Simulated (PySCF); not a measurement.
# Gd(III) with different ligands

Computed with PySCF 2.14.0, PBE0, def2-SVP on the ligands, density fitting, scalar-relativistic core potentials, no spin-orbit coupling, vacuum. The metal has lcecp-1-SVP with ECP53. Each complex is relaxed within the symmetry of a template of the same shape. Distances are means of the shortest metal–ligand contacts, charges and spins Mulliken's; removal energies are rigid, with the ligand's formal charge and no counterpoise, so too large; for an anion taken off a cation in vacuum most of it is the attraction of opposite charges, and multiply charged cations can part far more cheaply with an electron moved from ligand to metal. lcecp potentials hold a fixed number of 4f electrons in the core, out of states, spins and gaps.

```tsv
complex	point group	M–first ligand (Å)	charge on M (e)	dipole (D)	removal of one first-named ligand (eV)	strongest infrared band, degenerate modes summed (cm⁻¹)	unstable modes (below −25 cm⁻¹)
GdCl3(H2O)	Cs	2.513	0.88	5.78	8.95	–	1 (soft)
GdF3(H2O)	Cs	2.050	1.22	6.73	11.04	–	not given
Gd(OH)3(NH3)	Cs, nearly C3v	2.090	0.93	4.20	10.38	–	not given
Gd(SH)3(H2O)	C1	2.631	0.78	4.70	8.77	–	not given
```

Problem. A further member has point group C3v, M–first ligand (Å) 2.057, charge on M (e) 1.18, dipole (D) 5.70, removal of one first-named ligand (eV) 10.97, strongest infrared band, degenerate modes summed (cm⁻¹) 560, unstable modes (below −25 cm⁻¹) 0. Which complex is it?

Solution. GdF3(NH3). Other answers can fit too; this one was computed.

Members with unstable modes aren't minima as they stand: saddle points kept by symmetry or, where the modes are soft, flat surfaces and noise. One start shape was tried for each, so a minimum needn't be the lowest isomer.
